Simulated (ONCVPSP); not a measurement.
**Before and after: ONCV potential for chlorine (Cl)**

chlorine (Cl), optimised norm-conserving Vanderbilt (ONCV), made with ONCVPSP 4.0.1 (PBE, scalar-relativistic). Core [Ne], reference 3s2 3p5. Waves: 3s: rc 1.45 bohr, ncon 5, nbas 9, qcut 4.5 1/bohr, 2 projectors, debl 2.5 Ha; 3p: rc 1.10 bohr, ncon 4, nbas 8, qcut 8.9 1/bohr, 2 projectors, debl 2.6 Ha; d scattering state at 0.02 Ha: rc 1.55 bohr, ncon 4, nbas 8, qcut 6.8 1/bohr, 2 projectors, debl 2.9 Ha. Local part: polynomial inside 0.80 bohr (lpopt 5, dvloc0 1 Ha). Core correction: none.

Change: core correction Teter function, fcfact 2.25, rcfact 1.7.

Cutoffs: the cutoffs (Ha) at which the residual kinetic energy of the hardest occupied pseudo-wave falls to 1 and 0.1 mHa per electron; they do not see the model core or the augmentation charge, which bear on the density cutoff. Errors are all-electron minus pseudo energies relative to the spin-unpolarised reference configuration.

What does the change do?

The potential gets neither clearly harder nor softer (54 Ha and 100 Ha → 54 Ha and 100 Ha); both files keep a bound ghost (p); of the 4 tests that both files solve, the error grows in 0 and shrinks in 3 by more than 15 % and 0.3 meV (median size 16.8 → 2.2 meV). Exchange and correlation are not linear in the density, so unscreening with the valence charge alone errs where core and valence overlap; a model core restores that term. A model core, the more so a compact one, raises the density cutoff, which this test does not measure.

| quantity | base | changed |
| --- | --- | --- |
| cutoff, loose | 54 Ha | 54 Ha |
| cutoff, tight | 100 Ha | 100 Ha |
| bound ghosts | p | p |
| GHOST(+) flags under 300 eV | s at 174.0 eV | s at 174.0 eV |
| error for 3s2 3p4, meV [ΔE 13.88 eV] | -0.5 | -0.3 |
| error for 3s2 3p3, meV [ΔE 39.32 eV] | +3.9 | +0.6 |
| error for 3s2 3p2, meV [ΔE 77.63 eV] | +30 | +3.7 |
| error for 3s2 3p1, meV [ΔE 129.87 eV] | +112 | +7.4 |
| s: phases at 1.47 bohr within 0.05 rad from the reference energy up to (Ha; the scan ends near 5) | 4.9 | 4.9 |
| p: phases at 1.12 bohr within 0.05 rad from the reference energy up to (Ha; the scan ends near 5) | to the end of the scan | to the end of the scan |
| d: phases at 1.57 bohr within 0.05 rad from the reference energy up to (Ha; the scan ends near 5) | to the end of the scan | to the end of the scan |

 A true bound ghost makes a file unfit for plane-wave use even where its test errors are small: the radial tests pick states by their node count and pass the ghost by.
